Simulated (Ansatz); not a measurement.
One geometry of MgZn2⁺, several levels of theory.

```yaml
crystal:
  periodic: [false, false, false]
  atoms:
    - {symbol: Mg, position_ang: [0.401205, 2.714247, 0.240196]}
    - {symbol: Zn, position_ang: [-0.005381, -0.042899, 0.001364]}
    - {symbol: Zn, position_ang: [-0.395834, -2.671348, -0.241560]}
basis:
  gaussian: {orbitals: def2-TZVP, initial_orbitals: start.molden}
total_charge: 1
magnetization: {spin_polarized: true, initial_magnetization: 1}
hamiltonian: {xc: pbe}
scf: {omitted_lower_state_checks: [starts]}
output: {orbitals: {seedname: orbitals}}
```

The file start.molden holds the orbitals of an earlier run on this structure, at another level or in another basis.

```sh
$ ansatz run in.yaml --threads 4 --pin off --events-out ev --progress --plain --max-ram 3916MiB
```

It prints (some lines left out):

```
Functional definition: PBE
1208 factors; their error is unknown
mean field evaluation 1: about -102259.8889 eV, gradient 8.1e0 eV
mean field evaluation 2: about -102260.0413 eV, gradient 2.0e-1 eV
mean field evaluation 4: about -102260.0231 eV, gradient 9.2e-3 eV
mean field -102260.02313548 eV, -3757.9865358958 hartree, gradient 2.3e-5 eV, S^2 0.758303; 0 other end points of the search recorded, 0 dependent functions left out
reference -102260.02318224 eV, -3757.9865376141 hartree; 36, 35 occupied and 92, 93 virtual orbitals, 1208 factors
Total energy: -102260.02318224 eV, -3757.9865376141 hartree
Checks for a lower state left out: starts
```

It took 1.8 s on 4 threads of Arm Neoverse V1 on a shared host.

First input, but with `hamiltonian: {xc: {name: r2SCANh}}` (abridged; 5.5 s):

```
Functional definition: r2SCANh
mean field -102275.08910481 eV, -3758.5402000566 hartree, gradient 1.5e-5 eV, S^2 0.804090
Total energy: -102275.08912538 eV, -3758.5402008124 hartree
Checks for a lower state left out: starts
```

First input, but with `hamiltonian: {xc: pbe0}` and without the key `scf` (abridged; 3.7 s):

```
Functional definition: PBE0
mean field evaluation 16: about -102261.3269 eV, gradient 9.3e-2 eV
mean field -102261.32704491 eV, -3758.0344536833 hartree, gradient 4.1e-5 eV, S^2 0.780081; 1 other end points of the search recorded, 0 dependent functions left out
Total energy: -102261.32707916 eV, -3758.0344549420 hartree
```

The first input with `hamiltonian: {xc: {text: "exchange = 0.50*pbe_x + 0.50*exact_x\ncorrelation = pbe_c"}}` (abridged; 2.7 s):

```
Functional definition: unnamed
mean field -102262.93105506 eV, -3758.0933999692 hartree, gradient 7.1e-5 eV, S^2 0.817630
Total energy: -102262.93107756 eV, -3758.0934007961 hartree
Checks for a lower state left out: starts
```

The first input with `hamiltonian: {xc: {text: "exchange = 0.85*pbe_x + 0.15*exact_x\ncorrelation = pbe_c"}}` (abridged; 2.7 s):

```
Functional definition: unnamed
mean field -102260.76825388 eV, -3758.0139184917 hartree, gradient 1.9e-5 eV, S^2 0.769561
Total energy: -102260.76829301 eV, -3758.0139199299 hartree
Checks for a lower state left out: starts
```

The first input with `gaussian: {orbitals: def2-SVP, initial_orbitals: start.molden}`, `hamiltonian: {xc: pbe0}` (abridged; 1.9 s):

```
Functional definition: PBE0
mean field -102245.36899756 eV, -3757.4480062599 hartree, gradient 2.3e-5 eV, S^2 0.778449
Total energy: -102245.36903722 eV, -3757.4480077175 hartree
Checks for a lower state left out: starts
```

As the first input, with `gaussian: {orbitals: 6-31G}`, `hamiltonian: {xc: {name: B3LYP}}` (abridged; 1.8 s):

```
Functional definition: B3LYP
mean field evaluation 16: about -102261.7015 eV, gradient 2.1e-5 eV
mean field -102261.70149794 eV, -3758.0482145783 hartree, gradient 2.1e-5 eV, S^2 0.765600
Total energy: -102261.70172641 eV, -3758.0482229746 hartree
Checks for a lower state left out: starts
```

Geometry: PBE/def2-TZVP.

The 6-31G sets use Cartesian d functions. B3LYP takes the VWN-RPA correlation. The structure comes from a short search, and lower isomers may exist.
